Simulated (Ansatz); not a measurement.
`N[SiH2][SnH3]` + H₂S → `N[SiH2]S` + `[SnH4]` at 500 K and 1 bar (cleavage of the Si–Sn bond).

Computed with Ansatz on PBE0-D4/def2-TZVP structures; ΔE is electronic, products minus reactants. CCSD(T)/CBS is the MP2 limit (def2-TZVPP, def2-QZVPP) plus CCSD(T) − MP2 in def2-TZVPP, frozen cores. This one scheme is used for every species. Elements past krypton have def2 core potentials. For Sn outer-core shells are correlated without core-valence functions, which leaves a few kJ/mol of doubt a bond. Each species was taken in one conformer, which may not be the lowest.

```tsv
species	CCSD(T)/CBS energy (Eh)	H − E (kJ/mol)	S (J/(mol·K))
`N[SiH2][SnH3]`	-562.02294	213.3	420.5
H₂S	-398.97279	57.0	224.0
`N[SiH2]S`	-744.61970	176.4	366.8
`[SnH4]`	-216.39156	91.5	258.6
```

H − E and S are ideal-gas, rigid-rotor, harmonic terms from PBE0-D4/def2-TZVP, for one conformer and one mirror image of each species. 1 Eh = 2625.50 kJ/mol, R = 8.31446 J/(mol·K).

By hand: ΔE, ΔH, ΔS and ΔG.

ΔE = (-744.61970) + (-216.39156) − (-562.02294) − (-398.97279) = -0.01553 Eh = -40.8 kJ/mol. Δ(H − E) = 176.4 + 91.5 − 213.3 − 57.0 = -2.4, so ΔH = -43.2 kJ/mol. ΔS = 366.8 + 258.6 − 420.5 − 224.0 = -19.1 J/(mol·K). ΔG = -43.2 − 500 × (-19.1)/1000 = -33.7 kJ/mol.

By hand: the equilibrium constant, and the temperature at which ΔG would vanish if ΔH and ΔS stayed fixed.

log₁₀ K = −ΔG/(RT ln 10) = 3.5. ΔG = 0 at ΔH/ΔS = 2262 K, though so small a ΔS makes that figure unsure.

ΔH outweighs TΔS. A doubt of 5 kJ/mol in ΔE shifts log₁₀ K by 0.5 here. Other conformers and mirror images would add mixing entropy, several J/(mol·K) or more a flexible species. Modes under 60 cm⁻¹, often nearly free rotors, make the harmonic entropy too high. These are equilibria of isolated gas molecules and say nothing of rates. Largest T1 diagnostic: 0.013 (customary marks: 0.02 for closed shells, 0.045 for open ones).
